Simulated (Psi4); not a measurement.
Complex: H2S (SMILES S) (first 3 atoms) with CH6Si (SMILES C[SiH3]); geometry from B3LYP-D3(BJ)/def2-TZVP, rigid monomers moved along the line of their centres of mass till S1···Si5 is 7.09 Å.
(charge 0, multiplicity 1):
```xyz
11

S     -0.00899    -0.53451     0.30546
H     -0.02062    -1.57213     1.15728
H     -1.14679    -0.03469     0.81339
C      1.22602     1.83694     6.89939
Si    -0.29260     0.80387     7.26333
H      2.08462     1.48121     7.47185
H      1.05618     2.88323     7.15993
H      1.47298     1.78200     5.83826
H     -0.06419    -0.61885     6.90672
H     -1.46049     1.28458     6.48331
H     -0.64686     0.86431     8.70282
```

Level of theory: SAPT0/jun-cc-pV(D+d)Z in Psi4.

Q: Which attractive term is largest, and how does the interaction split up?

A: electrostatics -0.07, exchange 0.00, induction 0.00, dispersion -0.04, total -0.11 kcal/mol; the largest attraction is electrostatics.
